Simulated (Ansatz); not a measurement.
Mulliken charges of BFH5NSi (`N[SiH2]BF`) from PBE/def2-TZVPP in Ansatz (PBE0-D4/def2-TZVP geometry).

| atom | x (Å) | y (Å) | z (Å) | charge (e) |
| --- | --- | --- | --- | --- |
| N1 | -0.716 | 1.093 | -0.826 | -0.386 |
| Si2 | 0.126 | -0.385 | -0.544 | 0.203 |
| B3 | 0.655 | -0.433 | 1.420 | 0.251 |
| F4 | 1.519 | -1.340 | 1.847 | -0.165 |
| H5 | -1.012 | 1.345 | -1.755 | 0.144 |
| H6 | -1.377 | 1.422 | -0.141 | 0.146 |
| H7 | 1.318 | -0.423 | -1.436 | -0.067 |
| H8 | -0.645 | -1.638 | -0.844 | -0.094 |
| H9 | 0.220 | 0.312 | 2.262 | -0.032 |

**Question.** By hand: the dipole of these point charges (1 e Å = 4.8032 D).

**Answer.** Σ q r = (-0.166, 0.186, 0.090) e Å, of length 0.265 e Å = 1.27 D.

**Question.** How does the dipole of the full density compare? (Best estimate.)

**Answer.** Computed: (-0.299, 0.211, -0.085) e Å, 1.80 D; the point charges give 0.71 times that, at 35° from its direction.

Point charges leave out the atoms' own dipoles, such as those of lone pairs, and Mulliken's split depends on the basis, so the two needn't agree.
